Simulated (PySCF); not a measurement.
Isomers of C2H4S3. Gas-phase values, no solvent. One relaxed conformer stands for each flexible species; it need not be the lowest. Strings in code marks are SMILES.

Computed with PySCF 2.14.0 with PBE0-D3(BJ)/def2-TZVP. All candidates: neutral, multiplicity 1. Excitations are Tamm–Dancoff values on a coarser integration grid. The basis has no diffuse functions, so Rydberg states are missing or too high.

The T1 excitation (TDA) is 3.72 eV and the LUMO comes out as -0.86 eV. The HOMO is -6.75 eV.

**Question.** Identify which member has these values.
(A) `SC=C(S)S`
(B) `S=C(S)CS`
(C) `S=CCSS`
(D) `C=C(S)SS`

**Answer.** D, `C=C(S)SS`. The others give `SC=C(S)S`: 3.31 eV, -0.54 eV, -6.14 eV; `S=CCSS`: 1.88 eV, -2.41 eV, -6.59 eV; `S=C(S)CS`: 2.25 eV, -2.36 eV, -6.71 eV
